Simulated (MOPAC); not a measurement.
Input file for MOPAC: PM3 on H4Si2 (SMILES [SiH][SiH3]), a point of a bond scan (R = 4.876 Å).

```
PM3 1SCF PRECISE CHARGE=0 THREADS=1
H4Si2

Si    -0.00338560 1     1.03723858 1     0.82594973 1
H     -1.41292643 1     3.67491132 1    -3.02467654 1
Si     0.02918721 1    -0.89103927 1    -0.59790228 1
H      0.97945138 1    -0.66055376 1    -1.72119154 1
H     -1.32621922 1    -1.10029411 1    -1.17841082 1
H      0.42941234 1    -2.14745382 1     0.08430899 1
```

It printed:

```
*******************************************************************************
 **                                                                           **
 **                              MOPAC v23.2.5                                **
 **                                                                           **
 *******************************************************************************
 ** MOPAC's Digital Object Identifier: https://doi.org/10.5281/zenodo.6511958 **
 **                                                                           **
 ** Please cite the open-source release paper for use of this MOPAC version:  **
 ** J. E. Moussa and J. J. P. Stewart (2026)                                  **
 ** MOPAC: An open-source semiempirical molecular orbital program             **
 ** J. Open Source Softw., 11(119), 8025, https://doi.org/10.21105/joss.08025 **
 *******************************************************************************

                              PM3 CALCULATION RESULTS

 *******************************************************************************
 *  PM3        - The PM3 Hamiltonian to be used
 *
 *
 *
 *                 CHARGE ON SYSTEM = 0
 *
 *
 *
 *  PRECISE    - TIGHTER CRITERIA TO BE USED
 *  1SCF       - DO 1 SCF AND THEN STOP
 *  THREADS=1  - MULTI-THREADING NOT USED
 *  T=         - A TIME OF 172800.0 SECONDS REQUESTED
 *  DUMP=N     - RESTART FILE WRITTEN EVERY 7200.0 SECONDS REQUESTED
 *******************************************************************************
PM3 1SCF PRECISE CHARGE=0 THREADS=1
 H4Si2

   ATOM   CHEMICAL          X               Y               Z
  NUMBER   SYMBOL      (ANGSTROMS)     (ANGSTROMS)     (ANGSTROMS)

     1      Si         -0.00338560  *   1.03723858  *   0.82594973  *
     2       H         -1.41292643  *   3.67491132  *  -3.02467654  *
     3      Si          0.02918721  *  -0.89103927  *  -0.59790228  *
     4       H          0.97945138  *  -0.66055376  *  -1.72119154  *
     5       H         -1.32621922  *  -1.10029411  *  -1.17841082  *
     6       H          0.42941234  *  -2.14745382  *   0.08430899  *



          CARTESIAN COORDINATES

    NO.       ATOM           X           Y           Z

     1        Si         -0.0034      1.0372      0.8259
     2         H         -1.4129      3.6749     -3.0247
     3        Si          0.0292     -0.8910     -0.5979
     4         H          0.9795     -0.6606     -1.7212
     5         H         -1.3262     -1.1003     -1.1784
     6         H          0.4294     -2.1475      0.0843

  H: (PM3): J. J. P. STEWART, J. COMP. CHEM. 10, 209 (1989).
 Si: (PM3): J. J. P. STEWART, J. COMP. CHEM. 10, 209 (1989).

           Empirical Formula: H4 Si2  =     6 atoms



      MOLECULAR POINT GROUP   :   Cs


      RHF CALCULATION, NO. OF DOUBLY OCCUPIED LEVELS = 6



 ALL CONVERGERS ARE NOW FORCED ON
 SHIFT=10, PULAY ON, CAMP-KING ON
 AND ITERATION COUNTER RESET



 -------------------------------------------------------------------------------
 PM3 1SCF PRECISE CHARGE=0 THREADS=1
 H4Si2



     1SCF WAS SPECIFIED, SO BFGS WAS NOT USED
     SCF FIELD WAS ACHIEVED


                              PM3 CALCULATION
                                                       MOPAC v23.2.5 Linux




          FINAL HEAT OF FORMATION =        227.37333 KCAL/MOL =     951.32999 KJ/MOL


          COSMO AREA              =        137.48 SQUARE ANGSTROMS
          COSMO VOLUME            =        121.18 CUBIC ANGSTROMS

          IONIZATION POTENTIAL    =          5.827873 EV
          HOMO LUMO ENERGIES (EV) =         -5.828 -2.908
          NO. OF FILLED LEVELS    =          6
          MOLECULAR WEIGHT        =         60.2026         POINT GROUP:  Cs

          MOLECULAR DIMENSIONS (Angstroms)

            Atom       Atom       Distance
            H     6    H     2     6.85273
           Si     1    H     4     3.16743
           Si     1    H     5     2.22815


          SCF CALCULATIONS        =          1





   ATOM   CHEMICAL          X               Y               Z
  NUMBER   SYMBOL      (ANGSTROMS)     (ANGSTROMS)     (ANGSTROMS)

     1      Si         -0.00338560  *   1.03723858  *   0.82594973  *
     2       H         -1.41292643  *   3.67491132  *  -3.02467654  *
     3      Si          0.02918721  *  -0.89103927  *  -0.59790228  *
     4       H          0.97945138  *  -0.66055376  *  -1.72119154  *
     5       H         -1.32621922  *  -1.10029411  *  -1.17841082  *
     6       H          0.42941234  *  -2.14745382  *   0.08430899  *

                             CARTESIAN COORDINATES

   1   Si       -0.003385600     1.037238580     0.825949730
   2    H       -1.412926430     3.674911320    -3.024676540
   3   Si        0.029187210    -0.891039270    -0.597902280
   4    H        0.979451380    -0.660553760    -1.721191540
   5    H       -1.326219220    -1.100294110    -1.178410820
   6    H        0.429412340    -2.147453820     0.084308990


           Empirical Formula: H4 Si2  =     6 atoms



      MOLECULAR POINT GROUP   :   Cs


                  EIGENVALUES
 -16.53868 -12.37983 -12.28294 -12.19348  -8.83807  -5.82787  -2.90754  -2.82893
  -1.29486   1.06574   1.73401   1.80171


              NET ATOMIC CHARGES AND DIPOLE CONTRIBUTIONS

  ATOM NO.   TYPE          CHARGE      No. of ELECS.   s-Pop       p-Pop
    1         Si           0.390912        3.6091     1.93967     1.66942
    2          H          -0.218168        1.2182     1.21817
    3         Si           0.184293        3.8157     1.02524     2.79047
    4          H          -0.113636        1.1136     1.11364
    5          H          -0.113637        1.1136     1.11364
    6          H          -0.129764        1.1298     1.12976
 DIPOLE           X         Y         Z       TOTAL
 POINT-CHG.     1.422    -0.393     5.721     5.908
 HYBRID        -0.081    -2.208    -2.132     3.071
 SUM            1.341    -2.601     3.589     4.631


          ATOMIC ORBITAL ELECTRON POPULATIONS

     Atom    s        px        py        pz
    1 Si   1.93967   0.11834   0.76335   0.78773
    2  H   1.21817
    3 Si   1.02524   0.86467   0.98280   0.94300
    4  H   1.11364
    5  H   1.11364
    6  H   1.12976

 **********************
 *                    *
 * JOB ENDED NORMALLY *
 *                    *
 **********************




 == MOPAC DONE ==
```

The run finished.

Cost: very roughly 0.06 core-seconds.
